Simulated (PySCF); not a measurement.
ZrCl₃, SMILES [Cl][Zr+]([Cl])[Cl], charge +1, multiplicity 1. Coordinates come from a PBE-D3(BJ)/def2-SVP optimisation. The multiplicity is an assumed one; other spin states were not compared. The isomer is the one that the SMILES or the coordinates give; other isomers of the formula were not compared. The def2 effective core potentials stand for the cores of Zr; spin–orbit coupling is left out.

These are PySCF with PBE-D3(BJ)/def2-SVP values and carry that method's errors.

Harmonic wavenumbers (cm⁻¹): 96, 112, 112, 428, 459, 459. Rotational constants (GHz): 1.860, 1.860, 1.063; symmetry number 3.

Task: Work out the zero-point energy and the ideal-gas rigid-rotor harmonic-oscillator thermochemistry at 298.15 K and 1 atm.

Result: ZPE = ½ Σ hcν = ½ × 1666 cm⁻¹ = 9.96 kJ/mol. H − E(el) = 27.66 kJ/mol. Entropy in J/(mol K): translation 174.67, rotation 111.61, vibration 51.89, total 338.18. G − E(el) = -73.17 kJ/mol. Cp = 74.77 J/(mol K). Modes under 150 cm⁻¹ make the vibrational entropy uncertain.
